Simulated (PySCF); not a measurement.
Molecular orbitals of Cs₂⁺

M06-L at R = 5.487 Å; PySCF, scalar-relativistic core potentials, basis sets Cs def2-SVP with ECP46. State: ²Σg⁺ (doublet), unpaired electrons σ ↑. Only the outer orbitals are listed.

```csv
spin,orbital,occ.,ε (eV),main shells (%)
α,πu,1,-17.26,100 p
α,πu,1,-17.26,100 p
α,πg,1,-17.26,100 p
α,πg,1,-17.26,100 p
α,σg,1,-17.19,100 p
α,σu,1,-17.16,100 p
α,σg,1,-4.90,"54 s, 30 p, 16 d"
α,πu,0,-3.22,"56 d, 44 p"
α,πu,0,-3.22,"56 d, 44 p"
α,σu,0,-3.05,95 s
β,πu,1,-17.25,100 p
β,πu,1,-17.25,100 p
β,πg,1,-17.25,100 p
β,πg,1,-17.25,100 p
β,σg,1,-17.15,100 p
β,σu,1,-17.13,100 p
β,σg,0,-4.09,"45 s, 43 d, 12 p"
β,σu,0,-2.17,"81 s, 19 p"
β,σg,0,-2.01,"60 s, 32 d, 8 p"
```

Task: Which are the highest filled and the lowest empty level, where do they sit, and how wide is the gap?

Result: Highest filled α σg at -4.90 eV (in %: 54 s, 30 p, 16 d); lowest empty β σg at -4.09 eV (in %: 45 s, 43 d, 12 p); the gap at M06-L is 0.81 eV.

```
bond order (Mayer) : 0.50
⟨S²⟩               : 0.750
```

Spin–orbit coupling is left out. The state was picked by a PBE0 search and need not be the measured ground state.
